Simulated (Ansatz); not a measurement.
One change: `CSB(Cl)Cl` becomes `[OH][InH][B](Cl)Cl`.

Ansatz, PBE0-D4/def2-TZVP geometries, multiplicity 1. Each molecule was computed in one conformer, which needn't be the lowest.

Elements past krypton have def2 core potentials.

| property | `CSB(Cl)Cl` |
| --- | --- |
| HOMO energy (B3LYP/def2-TZVPP) / eV | -7.51 |
| LUMO energy (PBE/def2-TZVPP) / eV | -2.00 |
| HOMO energy (ωB97M-V/def2-TZVPP) / eV | -9.88 |
| LUMO energy (PBE0/def2-TZVPP) / eV | -1.12 |
| HOMO–LUMO gap (ωB97M-V/def2-TZVPP) / eV | 10.83 |
| LUMO energy (B3LYP/def2-TZVPP) / eV | -1.28 |

Problem. What does the change do to each property? (An estimate is asked.)

Solution. Ansatz gave: 
```csv
property,`[OH][InH][B](Cl)Cl`,shift
HOMO energy (B3LYP/def2-TZVPP) / eV,-7.35,0.16
LUMO energy (PBE/def2-TZVPP) / eV,-3.13,-1.13
HOMO energy (ωB97M-V/def2-TZVPP) / eV,-9.64,0.24
LUMO energy (PBE0/def2-TZVPP) / eV,-2.27,-1.15
HOMO–LUMO gap (ωB97M-V/def2-TZVPP) / eV,9.37,-1.46
LUMO energy (B3LYP/def2-TZVPP) / eV,-2.43,-1.15
```

With PBE0 the HOMO rises by 0.20 eV and the LUMO falls by 1.15 eV, so the gap narrows by about 1.35 eV. PBE moves the HOMO by 0.23 eV and ωB97M-V by 0.24 eV. The zero-point energy changes by -53.7 kJ/mol with -3 modes.

B3LYP here is the variant with VWN-RPA as its local correlation; programs differ in this.
